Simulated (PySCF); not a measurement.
# Electronic absorption of C7H14ClF

Species: C₇H₁₄ClF.
InChI=1S/C7H14ClF/c1-5(2)7(9)6(3)4-8/h5-7H,4H2,1-3H3/t6-,7-/m1/s1

Theory: PySCF 2.14.0, density-fitted response routines, TDDFT B3LYP/def2-SVPD, vertical, gas phase, core orbitals frozen in the response. One conformer (not necessarily the lowest) at the PBE0-D3(BJ)/def2-SVP geometry, without solvent, vibrations or thermal averaging. Torsions of this conformer, `[CH3:1][CH:2]([CH3:3])[C@@H:4]([F:5])[C@H:6]([CH3:7])[CH2:8][Cl:9]`: C1–C2–C4–F5 58°, C2–C4–C6–C7 -59°, C4–C6–C8–Cl9 -65°.

```csv
state,λ (nm),E (eV),f,"main configurations (H = HOMO, L = LUMO)"
S1,173.1,7.16,0.0033,"H→L (73%), H→L+1 (18%)"
S2,171.2,7.24,0.0055,"H-1→L (76%), H-1→L+1 (16%)"
S3,161.1,7.69,0.010,"H→L+1 (50%), H→L+2 (29%), H→L (18%)"
S4,159.2,7.79,0.015,"H-1→L+1 (55%), H-1→L+2 (26%), H-1→L (16%)"
S5,154.4,8.03,0.0026,"H→L+2 (64%), H→L+1 (24%)"
S6,153.3,8.09,0.024,"H-1→L+2 (53%), H-2→L (25%), H-1→L+1 (13%)"
S7,151.9,8.16,0.0064,"H-2→L (66%), H-1→L+2 (16%), H-1→L+1 (11%)"
S8,150.7,8.23,0.013,H-3→L (78%)
S9,147.5,8.40,0.025,"H→L+3 (55%), H→L+4 (20%), H-3→L (14%)"
S10,146.7,8.45,0.011,"H→L+4 (32%), H-1→L+3 (24%), H→L+3 (14%)"
```

Triplets (Tamm–Dancoff): T1 6.57 eV, H→L (54%), H→L+1 (22%); T2 6.66 eV, H-1→L (53%), H-1→L+1 (22%); T3 7.57 eV, H→L+1 (36%), H→L+2 (35%), H→L (23%); T4 7.67 eV, H-1→L+1 (41%), H-1→L+2 (28%), H-1→L (26%).

The lowest singlet lies at 7.16 eV (173 nm, vacuum ultraviolet) and is very weak; its leading configuration is HOMO→LUMO (73%). The most intense listed level is S9 at 8.40 eV (148 nm, f = 0.025), 1.24 eV above S1. Löwdin shares by element: HOMO chlorine 68%, carbon 12% or more, hydrogen 5% or more (atoms not listed hold the other 15%); LUMO chlorine 24%, carbon 24% or more, hydrogen 7% or more (atoms not listed hold the other 45%). Orbital energies (eV): HOMO-3 -8.99, HOMO-2 -8.83, HOMO-1 -8.21, HOMO -8.13, LUMO 0.10, LUMO+1 0.46, LUMO+2 0.69. The oscillator strengths of these states sum to 0.115; summed over the whole spectrum of an exact calculation they would give the number of electrons, 82 (Thomas–Reiche–Kuhn). Weighted by f, the mean energy of these states is 8.07 eV. The vertical ionisation energy (ΔSCF) is 10.24 eV, 1.79 eV above S10. The window holds the lowest 10 singlets.

On an x86-64 server with one thread, shared host, this took 11 min of wall time.
